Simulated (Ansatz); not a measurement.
`C[SiH2][SiH](F)F`, charge 0, multiplicity 1.

Give a relaxed structure at PBE0-D4/def2-TZVP (Ansatz 0.2.0). (Best estimate.)

Computed: 
Z-matrix (Å, degrees):
```
C
Si 1 1.875
H 1 1.092 2 110.7
H 1 1.092 2 110.5 3 -119.9
H 1 1.092 2 111.0 3 120.2
Si 2 2.344 1 110.5 3 -59.9
H 2 1.490 1 110.9 3 -179.1
H 2 1.488 1 111.2 3 60.4
F 6 1.595 2 110.4 1 173.7
F 6 1.597 2 109.3 1 56.4
H 6 1.485 2 116.2 1 -64.3
```
This is one stationary point; other conformers may exist.
